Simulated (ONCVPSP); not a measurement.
Before and after: ONCV potential for platinum

```
Element                 : platinum
Generator               : ONCVPSP 4.0.1
Type                    : optimised norm-conserving Vanderbilt (ONCV)
Functional              : BLYP
Relativity              : non-relativistic
Frozen core             : [Kr] 4d10 4f14
Valence charge          : 18
Reference configuration : 5s2 5p6 5d9 6p1
Partial waves           : 5s: rc 1.65 bohr, ncon 4, nbas 9, qcut 8.1 1/bohr, 3 projectors, debl 1.3 Ha; 5p+6p: rc 2.10 bohr, ncon 4, nbas 8, qcut 6.8 1/bohr, 3 projectors, debl 1.5 Ha; 5d: rc 1.40 bohr, ncon 4, nbas 8, qcut 5.7 1/bohr, 2 projectors, debl 0.5 Ha
Local potential         : polynomial inside 1.05 bohr (lpopt 5, dvloc0 0 Ha)
Core correction         : Teter function fitted to the true core (icmod 2), fcfact 0.45
```

In the s channel the program set the typed energies aside and used -2.999, 0.250, 1.550 Ha.

All-electron outer shells of the reference configuration (BLYP, non-relativistic, ld1.x):

| shell | level (eV) | outermost node (bohr) | outermost maximum (bohr) |
| --- | --- | --- | --- |
| 4f | -83.72 | – | 0.38 |
| 5s | -81.60 | 0.54 | 0.96 |
| 5p | -52.57 | 0.55 | 1.02 |
| 5d | -8.69 | 0.58 | 1.24 |
| 6p | -1.67 | 1.42 | 3.69 |

Change: d: rc 1.94.

Cutoffs: the cutoffs (Ha) at which the residual kinetic energy of the hardest occupied pseudo-wave falls to 1 and 0.1 mHa per electron; they do not see the model core or the augmentation charge, which bear on the density cutoff. Errors are all-electron minus pseudo energies relative to the spin-unpolarised reference configuration.

Problem. Predict the effect on cutoff, ghosts and configuration errors.

Solution. The potential gets neither clearly harder nor softer (23 Ha and 57 Ha → 23 Ha and 52 Ha); the s channel sets the loose cutoff, while the largest relative change is in d, which becomes softer; of the 4 tests that both files solve, the error grows in 2 and shrinks in 0 by more than 15 % and 0.3 meV (median size 0.4 → 1.4 meV); neither file shows a bound ghost.

| quantity | base | changed |
| --- | --- | --- |
| cutoff, loose | 23 Ha | 23 Ha |
| cutoff, tight | 57 Ha | 52 Ha |
| loose cutoff by channel | s 23 Ha, p 14 Ha, d 20 Ha | s 23 Ha, p 14 Ha, d 16 Ha |
| bound ghosts | none | none |
| GHOST(+) flags under 300 eV | s at 140.8 eV | s at 140.8 eV |
| error for 5s2 5p6 5d9 6s1 6p0, meV [ΔE -3.40 eV] | -0.1 | 0.0 |
| error for 5s2 5p6 5d9 6p0, meV [ΔE 3.89 eV] | 0.0 | 0.0 |
| error for 5s2 5p6 5d8 6p0, meV [ΔE 24.37 eV] | +0.8 | +2.7 |
| error for 5s2 5p6 5d8 6s1 6p0, meV [ΔE 8.82 eV] | -0.7 | +3.4 |
| s: phases at 1.67 bohr within 0.05 rad from the reference energy up to (Ha; the scan ends near 5) | to the end of the scan | to the end of the scan |
| p: phases at 2.13 bohr within 0.05 rad from the reference energy up to (Ha; the scan ends near 5) | to the end of the scan | to the end of the scan |
| rms error of d²Exc/dni dnj with the model core, mHa | 0.48 | 0.48 |
